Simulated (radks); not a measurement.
The numbers below are computed, except where a source is named.
Fractional charge and spin in the 4s shell of selenium: the spin-up occupation runs from 0 to 1 and the spin-down occupation from 0 to 1; the fullest corner is Se3+, [Ar] 3d10 4p(up 0.5, down 0.5) 4s(up 1, down 1). Level of theory: non-relativistic Kohn-Sham, r2SCAN, spin-polarised, spherical densities, point nucleus; meta-GGA in the generalised Kohn-Sham scheme (a radial shooting solver on a logarithmic mesh with Libxc functionals). Energy (eV) above the fullest corner. The planes named below are the two flat planes that join the four corners, with an edge along up + down = one added electron.

down \ up        0     0.5       1
0          123.253  87.471  54.514
0.5         87.471  55.301  25.905
1           54.514  25.905   0.000

Corners above the fullest one (they belong to Se4+ and the next ion): (up 1, down 0) 54.514 eV, (up 0, down 1) 54.514 eV, (up 0, down 0) 123.25 eV. With half an added electron in each spin the energy lies 0.786 eV from the planes, and with half an added electron in spin up alone -1.413 eV. The planes are only a guide here: the flat-plane condition holds for ground states with one frontier orbital, while this shell lies below other occupied shells, so the corners above the fullest one are inner-hole states and not the ground states of those ions.
